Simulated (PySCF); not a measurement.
Excitation energy of Mn by level of theory

Mn [Ar] 3d5 4s2 (6S) → Mn [Ar] 3d5 4s1 4p1 (8P), as a difference of total energies. All numbers are calculated (PySCF 2.14, scalar relativity by spin-free X2C-1e, in x2c-TZVPPall). Correlated levels: valence and next inner shell: [Ne] frozen. The calculations carry no spin-orbit coupling.

**Question.** Order these methods by the excitation energy they give, lowest first.
A. CCSD(T) (valence and next inner shell)
B. CCSD (valence and next inner shell)
C. UHF
D. MP2 (valence and next inner shell)

**Answer.** C (10272 cm⁻¹), D (17149 cm⁻¹), B (18124 cm⁻¹), A (18895 cm⁻¹).

Errors of the correlated levels include the incompleteness of this basis and the frozen core.

The basis was made for the ground configuration and has no added diffuse functions, so the excitation energy can come out too high.

For comparison: 18572 cm⁻¹ (measured; NIST levels, between the centres of gravity of the two terms).
